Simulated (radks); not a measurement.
All-electron atom: V1.3+ in [Ne] 3s(up 1, down 0.7) 3p6 3d4 (fractional occupations, a model configuration). Method: non-relativistic Kohn-Sham, PBE, spin-polarised, spherical densities, point nucleus; open shells are filled with parallel spins first; computed with a radial shooting solver on a logarithmic mesh with Libxc functionals.

Normalised radial functions P(r) = r R(r), r in bohr:

r	2p up	3s up	3d down
0.005934	0.0122	0.1225	0.0000
0.007665	0.0200	0.1518	0.0000
0.009822	0.0321	0.1847	0.0001
0.01269	0.0518	0.2223	0.0001
0.01626	0.0817	0.2604	0.0003
0.02083	0.1274	0.2963	0.0006
0.02691	0.1986	0.3246	0.0012
0.03449	0.2997	0.3342	0.0024
0.0442	0.4424	0.3140	0.0048
0.05709	0.6416	0.2477	0.0094
0.07316	0.8872	0.1281	0.0177
0.09375	1.1733	-0.0473	0.0325
0.1211	1.4779	-0.2677	0.0588
0.1552	1.7246	-0.4719	0.1007
0.2005	1.8505	-0.5930	0.1670
0.2569	1.7816	-0.5382	0.2584
0.3292	1.5085	-0.2644	0.3759
0.4252	1.0762	0.2099	0.5146
0.5449	0.6373	0.7127	0.6454
0.6983	0.2976	1.0639	0.7461
0.902	0.0993	1.1203	0.7880
1.156	0.0235	0.8978	0.7567
1.481	0.0035	0.5580	0.6680
1.913	0.0003	0.2568	0.5420
2.452	0.0000	0.0879	0.4053
3.167	0.0000	0.0195	0.2635
4.059	0.0000	0.0028	0.1476
5.201	0.0000	0.0002	0.0680

2p up: eigenvalue -508.51 eV, 0 radial nodes, <r> = 0.275 bohr, 90 % of the charge inside 0.452 bohr. 3s up: eigenvalue -77.337 eV, 2 radial nodes at r = 0.0883, 0.383 bohr, <r> = 0.960 bohr, 90 % of the charge inside 1.44 bohr. 3d down (empty): eigenvalue -10.170 eV, 0 radial nodes, <r> = 1.50 bohr, 90 % of the charge inside 2.67 bohr.
